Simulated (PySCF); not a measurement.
**A thermochemical cycle for RbBe**

PBE in PySCF with def2-SVP on every atom (core potentials on Rb), for the lowest determinant that a PBE0 search found; no spin–orbit coupling. RbBe, a doublet (σ ↑), has De = 0.36 eV to neutral atoms, and RbBe⁺, a singlet (closed shell), has De = 0.21 eV to Rb⁺ + Be.

At the same level the Rb atom ionises at 4.27 eV.

What is the adiabatic ionisation energy of the molecule, and does ionisation strengthen or weaken the bond?

IE = IE(Rb) + De(neutral) − De(ion) = 4.27 + 0.36 − 0.21 = 4.42 eV. De changes by -0.15 eV, so ionisation weakens the bond.

Closed-shell solutions of metal pairs were not tested for spin polarisation, which can lower them a little. Weak bonds: RbBe, RbBe⁺. Basis-set superposition, not corrected here, can be much of De in a small basis, most of all at correlated wavefunction levels. For an ion De counts to the pair picked by the measured ionisation energies or electron affinities, which need not be the lowest pair at this level. States were picked by a PBE0 search and need not be the measured ground states.
